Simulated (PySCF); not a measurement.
A structure optimised at PBE-D3(BJ)/def2-SVP, used in a PySCF frequency run:

```xyz
16

C     -1.6072     0.6932     1.8245
C     -1.2770     0.2287     0.6084
C     -1.9222     0.4972    -0.7565
C     -0.7580     0.0898    -1.7205
Si     0.1425    -0.7194    -0.2239
Si     2.3374    -0.0481     0.2924
H     -1.0160     0.4397     2.7199
H     -2.4834     1.3494     1.9793
H     -2.7977    -0.1746    -0.9001
H     -2.2926     1.5379    -0.8873
H     -0.2067     0.9702    -2.1071
H     -1.0468    -0.5454    -2.5793
H      0.0306    -2.2249    -0.1596
H      2.6674    -0.3798     1.7252
H      2.4615     1.4420     0.1085
H      3.3522    -0.7240    -0.5941
```

Question: Write its SMILES and formula.

Answer: C=C1CC[Si@H]1[SiH3], C4H10Si2

Question: What are its rotational constants (standard atomic weights)?

Answer: 3.3902, 1.5033, 1.1742 GHz
